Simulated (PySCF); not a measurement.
# Si2B2H8SO3

Si2B2H8SO3 is a molecule drawn to mimic a surface site (built as: Si site whose three back bonds go to H, OB(OH)2, BHSiH3; end group SH), neutral, singlet. The structure, one conformer, was relaxed in the gas phase by PBE0-D3(BJ)/def2-SVP. No frequency run checks that it is a minimum.

SMILES: OB(O)O[SiH](S)B[SiH3]

| atom | x (Å) | y (Å) | z (Å) |
| --- | --- | --- | --- |
| Si1 | -0.173 | 1.176 | 1.044 |
| O2 | 1.341 | 0.493 | 1.025 |
| B3 | 1.659 | -0.842 | 0.909 |
| O4 | 0.712 | -1.765 | 1.217 |
| O5 | 2.902 | -1.223 | 0.513 |
| B6 | -1.584 | 0.760 | -0.208 |
| Si7 | -1.267 | -0.803 | -1.432 |
| S8 | -0.495 | 2.354 | -0.911 |
| H9 | -0.167 | 2.215 | 2.109 |
| H10 | 1.002 | -2.666 | 1.043 |
| H11 | 3.454 | -0.465 | 0.296 |
| H12 | -2.719 | 1.085 | 0.047 |
| H13 | -1.720 | -2.086 | -0.808 |
| H14 | -1.994 | -0.655 | -2.736 |
| H15 | 0.186 | -0.966 | -1.785 |
| H16 | -1.153 | 3.373 | -0.309 |

Shieldings: GIAO PBE0/pcSseg-1. Shifts are against computed references at the same level: H TMS (σ 31.27 ppm), Si TMS (σ 352.0 ppm). Core levels by delta-SCF with SCAN, pcX-2 on the ionised atom and pcseg-1 elsewhere, spin-free X2C (2p3/2 is the spin-free 2p value less a third of a first-order spin-orbit splitting); from the vacuum level, for chosen atoms.

Q: Give the shieldings and core levels atom by atom.

A: 
```json
{"atoms": "Si1", "bonded to": "1 B + 1 O + 1 S + 1 H", "σ (ppm)": "343.3", "δ (ppm)": "8.7", "core level (eV)": "2p3/2 107.55"}
{"atoms": "O2", "bonded to": "1 B + 1 Si", "σ (ppm)": "248.7", "δ (ppm)": "-", "core level (eV)": "1s 538.47"}
{"atoms": "B3", "bonded to": "3 O", "σ (ppm)": "82.2", "δ (ppm)": "-", "core level (eV)": "1s 198.53"}
{"atoms": "O4", "bonded to": "1 B + 1 H", "σ (ppm)": "244.0", "δ (ppm)": "-", "core level (eV)": "-"}
{"atoms": "O5", "bonded to": "1 B + 1 H", "σ (ppm)": "240.6", "δ (ppm)": "-", "core level (eV)": "-"}
{"atoms": "B6", "bonded to": "1 S + 2 Si + 1 H", "σ (ppm)": "133.8", "δ (ppm)": "-", "core level (eV)": "1s 194.37"}
{"atoms": "Si7", "bonded to": "1 B + 3 H", "σ (ppm)": "444.7", "δ (ppm)": "-92.7", "core level (eV)": "-"}
{"atoms": "S8", "bonded to": "1 B + 1 Si + 1 H", "σ (ppm)": "777.5", "δ (ppm)": "-", "core level (eV)": "2p3/2 169.77"}
{"atoms": "H9", "bonded to": "1 Si", "σ (ppm)": "25.51", "δ (ppm)": "5.76", "core level (eV)": "-"}
{"atoms": "H10", "bonded to": "1 O", "σ (ppm)": "28.15", "δ (ppm)": "3.12", "core level (eV)": "-"}
{"atoms": "H11", "bonded to": "1 O", "σ (ppm)": "28.03", "δ (ppm)": "3.23", "core level (eV)": "-"}
{"atoms": "H12", "bonded to": "1 B", "σ (ppm)": "28.91", "δ (ppm)": "2.36", "core level (eV)": "-"}
{"atoms": "H13 H14 H15", "bonded to": "1 Si", "σ (ppm)": "27.77", "δ (ppm)": "3.50", "core level (eV)": "-"}
{"atoms": "H16", "bonded to": "1 S", "σ (ppm)": "31.03", "δ (ppm)": "0.24", "core level (eV)": "-"}
```

Values are those of this one static structure, with the three H of a rotating XH3 group averaged; atoms that internal rotation interchanges would show their mean in an NMR spectrum.

The core-hole state of B6 is spin-contaminated (⟨S²⟩ 0.79 against 0.75 for a pure doublet), so that value and differences from it are less sure.

Q: By CAM-B3LYP/def2-SVPD (TDDFT singlets, Tamm-Dancoff triplets, ionisation by delta-SCF), where does absorption start, and what does vertical ionisation take?

A: The lowest singlet lies at 5.61 eV (f 0.129), the lowest triplet at 4.55 eV; vertical ionisation takes 9.05 eV.

The 3 runs behind this took 6.1 min in all, one thread each of Arm Neoverse V1 on a shared host, launched as `OMP_NUM_THREADS=1 python cluster_run.py task.json out`.
